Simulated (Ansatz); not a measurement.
Geometry optimisation, Ansatz, RKS PBE0/STO-3G.

input.yaml

```yaml
crystal:
  periodic: [false, false, false]
  atoms:
    - { symbol: C, position_ang: [-1.1525, -0.8717, -1.5342] }
    - { symbol: C, position_ang: [-0.3162, -0.7101, -0.5843] }
    - { symbol: C, position_ang: [0.9728, -0.9987, -0.1916] }
    - { symbol: C, position_ang: [0.0366, -0.2284, 0.7145] }
    - { symbol: F, position_ang: [-0.5577, -0.9906, 1.7522] }
    - { symbol: Si, position_ang: [0.2225, 1.6008, 1.0053] }
    - { symbol: H, position_ang: [-2.1797, -0.4344, -1.4266] }
    - { symbol: H, position_ang: [-0.9156, -1.3131, -2.481] }
    - { symbol: H, position_ang: [1.8039, -0.4386, -0.6265] }
    - { symbol: H, position_ang: [1.2254, -2.0274, 0.1007] }
    - { symbol: H, position_ang: [1.0823, 1.822, 2.2108] }
    - { symbol: H, position_ang: [0.9131, 2.235, -0.1401] }
    - { symbol: H, position_ang: [-1.1145, 2.3204, 1.2156] }
basis:
  gaussian: { orbitals: STO-3G }
hamiltonian:
  xc: pbe0
relax:
  f_tol: 0.015
  max_steps: 40
output:
  orbitals: {}
```

Launched with:

```bash
$ ansatz run input.yaml --threads 1 --pin off --max-ram 2048MiB --backend cpu --events-out ev --progress --plain --runs-dir out
```

Task: Where does it end, and by what steps?

Result: The run converged. Limits of this set-up: minimal basis. After 10 steps the energy has fallen by 0.781 eV; H7 moved furthest, 0.12 Å.

```json
{"step": "0", "energy less start (eV)": "0.0000", "largest force component (eV/Å)": "5.611", "accepted": "yes"}
{"step": "1", "energy less start (eV)": "-0.6876", "largest force component (eV/Å)": "1.480", "accepted": "yes"}
{"step": "2", "energy less start (eV)": "-0.7002", "largest force component (eV/Å)": "1.431", "accepted": "yes"}
{"step": "3", "energy less start (eV)": "-0.6702", "largest force component (eV/Å)": "1.278", "accepted": "no"}
{"step": "4", "energy less start (eV)": "-0.7740", "largest force component (eV/Å)": "0.215", "accepted": "yes"}
{"step": "5", "energy less start (eV)": "-0.7782", "largest force component (eV/Å)": "0.160", "accepted": "yes"}
{"step": "6", "energy less start (eV)": "-0.7793", "largest force component (eV/Å)": "0.155", "accepted": "yes"}
{"step": "7", "energy less start (eV)": "-0.7810", "largest force component (eV/Å)": "0.050", "accepted": "yes"}
{"step": "8", "energy less start (eV)": "-0.7811", "largest force component (eV/Å)": "0.018", "accepted": "yes"}
{"step": "9", "energy less start (eV)": "-0.7811", "largest force component (eV/Å)": "0.040", "accepted": "no"}
{"step": "10", "energy less start (eV)": "-0.7811", "largest force component (eV/Å)": "0.006", "accepted": "yes"}
```

```xyz
13
Properties=species:S:1:pos:R:3
C -1.233 -0.845 -1.605
C -0.340 -0.703 -0.642
C 1.037 -0.980 -0.151
C 0.000 -0.229 0.745
F -0.529 -0.937 1.826
Si 0.244 1.627 1.033
H -2.261 -0.482 -1.498
H -0.989 -1.334 -2.555
H 1.889 -0.421 -0.554
H 1.275 -2.017 0.113
H 1.061 1.835 2.205
H 0.902 2.183 -0.124
H -1.036 2.267 1.222
```

Whether the end is a true minimum wasn't checked by a vibrational analysis.

Run time: 37 s on 1 CPU thread of a shared host.
